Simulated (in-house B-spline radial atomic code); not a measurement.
# RPA and G0W0 on PBE0: the iodine ion I⁷⁺

Configuration [Kr] 4d10, mean-field start PBE0. Computed with an all-electron radial atomic-structure program (B-spline basis): all electrons, non-relativistic, point nucleus, each spin shell either full or empty, empty states to l = 9 with an (l + 1/2)⁻⁴ tail; G0W0 by contour deformation at full frequency.

Without relativity these are model numbers: it shifts the levels of so heavy an element strongly and can reorder them.

Command:
```bash
python run_gw.py task.json out
```
Settings (radii: box in bohr, nucleus in fm):
```
Z                        53
electrons                46
configuration            [Kr] 4d10
hamiltonian              nr
method                   pbe0
lmax                     9
spin_polarised           False
box_radius               8.41
intervals                51
```

Cost of the run: 2.7 s on 1 thread of Arm Neoverse N1, on a shared host.

Energies (hartree):

```
                                     term        value
                         mean-field total  -6908.96513
Hartree-Fock functional on these orbitals  -6907.01031
                      direct second order      -3.9528
                    second-order exchange       1.0894
                         SOSEX correction       1.0296
```

Problem. What is the RPA correlation energy, and what remains with SOSEX?

Solution. RPA gives -3.5588 hartree (-2.11 eV per electron); RPA + SOSEX gives -2.5292, and the second-order doubles -2.8634 hartree (no singles). SOSEX takes back 29 % of the RPA value.

Quasi-particle levels (eV):

```
level  occupied  mean field  Σx - vxc     Σc  QP weight    G0W0
   4d       yes     -144.49     -8.78      ?          ?       ?
   5s        no      -89.44      6.66  -2.06      0.986  -84.85
```

G0W0 = mean field + (Σx - vxc) + Σc, with Σc (partial-wave tail included) taken at the quasi-particle energy. Only the outer levels were computed. Levels of low weight are left out.

Problem. Where does G0W0 put 4d?

Solution. At -153.23 eV, with Σc = 0.05 eV and a quasi-particle weight of 0.969. The tabulated removal energy is 150.81 ± 0.1 eV (NIST, measured); the calculation leaves out relativity, Breit and QED terms, and what these don't explain is the method's own error.
